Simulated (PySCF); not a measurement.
Start geometry of `N[SiH2][SiH2]Cl` from GFN2-xTB (Å):
```
atom  x, y, z in Å
N1    -1.655   -0.518    0.321
Si2   -0.557    0.680   -0.255
Si3    1.497   -0.339   -0.235
Cl4    2.674    0.341    1.325
H5    -2.665   -0.313    0.225
H6    -1.499   -0.972    1.179
H7    -1.021    0.982   -1.605
H8    -0.560    1.964    0.489
H9     1.520   -1.789   -0.054
H10    2.317   -0.057   -1.411
```

What comes out of this run: PBE0-D3(BJ)/def2-SVP geometry optimisation, gas phase (PySCF)?

```
atom  x, y, z in Å
N1    -1.4498   -0.5349    0.7299
Si2   -0.7256    0.3726   -0.5522
Si3    1.5641   -0.0581   -0.3048
Cl4    1.8907    0.0711    1.7601
H5    -2.4571   -0.5766    0.8372
H6    -0.9835   -0.5285    1.6319
H7    -1.2371   -0.1131   -1.8712
H8    -0.9200    1.8638   -0.5356
H9     1.9635   -1.4288   -0.7400
H10    2.4553    0.9357   -0.9729
```

The energy falls by 0.258 eV over 18 energy and gradient evaluations, the largest force component goes from 0.0284 to 3.6e-04 Eh/bohr, and the atoms move by 0.730 Å rms after alignment. The bond that changes most is Si2–Si3 (SiH2 silicon to chlorine-bound silicon), which lengthens by 0.049 Å. Bonds longer at the end by more than 0.005 Å: 8 of 9; shorter: 1. Among the angles that change most is Si2–Si3–Cl4, from 111.7° to 104.2°. Among the dihedrals that turn most is N1–Si2–Si3–Cl4, from -106° to -43°. Rotational constants go from 7216, 1445, 1405 to 5147, 1927, 1517 MHz. The orientation of the end geometry is arbitrary; only internal coordinates are fixed.

The run used 98 basis functions and 117 SCF cycles in all. On an Arm Neoverse V1 with one thread, on a shared host, this took 56 s wall and 0.42 GiB of memory at its peak.

No PBE0-D3(BJ)/def2-SVP frequencies stand behind this structure, so it isn't proved a minimum. One conformer, not necessarily the lowest.
